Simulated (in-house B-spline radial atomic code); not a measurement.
A run on neutral neon (an excited or competing configuration) that did not converge. Method: non-relativistic PBE0, spin-polarised, spherical fractional occupations, point nucleus; computed with an all-electron radial atomic-structure program (B-spline basis).

Command:
```bash
python run_scf.py task.json out
```
Settings:
```
Z                10
configuration    [He] 2s1 2p6 3d1
hamiltonian      nr
method           pbe0
spin_polarised   True
```

First and last ten iterations of the last attempt (damped for 15 steps, keeping 80 % of the old Fock matrix, then DIIS):
```
 iter        energy (Eh)    residual
    1        -126.589254    1.80e-01
    2        -126.934440    1.01e-01
    3        -127.084368    6.69e-02
    4        -127.156411    4.40e-02
    5        -127.189742    2.92e-02
    6        -127.204719    1.93e-02
    7        -127.211307    1.27e-02
    8        -127.214164    8.39e-03
    9        -127.215391    5.59e-03
   10        -127.215915    3.74e-03
  111        -127.216310    1.25e-07
  112        -127.216310    4.67e-07
  113        -127.216310    3.73e-07
  114        -127.216310    1.76e-07
  115        -127.216310    1.69e-07
  116        -127.216310    1.31e-07
  117        -127.216310    1.39e-07
  118        -127.216310    3.55e-07
  119        -127.216310    1.71e-07
  120        -127.216310    1.27e-07
 not converged after 120 iterations
```

The smallest residual met was 1.1e-07; the threshold is about 1e-07. Over the last five steps the energy moves by less than 1e-08 hartree, but the orbitals didn't meet the threshold. Time taken, with all properties: 6 s on 1 thread of Intel(R) Xeon(R) Platinum 8175M CPU @ 2.50GHz, with other jobs on the host.
